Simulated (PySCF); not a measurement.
This script is equivalent to a calculation on Zn⁺ (zinc, charge +1).

```python
from pyscf import gto, scf, dft, mp, cc
import basis_set_exchange as bse
mol = gto.M(atom="Zn 0 0 0", charge=1, spin=1, symmetry="D2h",
            basis=gto.basis.parse(bse.get_basis("Sapporo-DKH3-DZP-2012", elements=["Zn"], fmt="nwchem", header=False)),
            nucmod="G")
mf = scf.UHF(mol).sfx2c1e()
mf.irrep_nelec = {'Ag': (6, 5), 'B1g': (1, 1), 'B2g': (1, 1), 'B3g': (1, 1), 'B1u': (2, 2), 'B2u': (2, 2), 'B3u': (2, 2)}
mf.kernel()
```

(1) What total energy does it give?

(2) Which occupied shell lies highest, and where?

(3) What is ⟨S²⟩, and what would a pure spin state give?

Answers

(1) -1793.93776 hartree (calculated).

(2) 4s α, at -17.068 eV.

(3) 0.750, against 0.75.
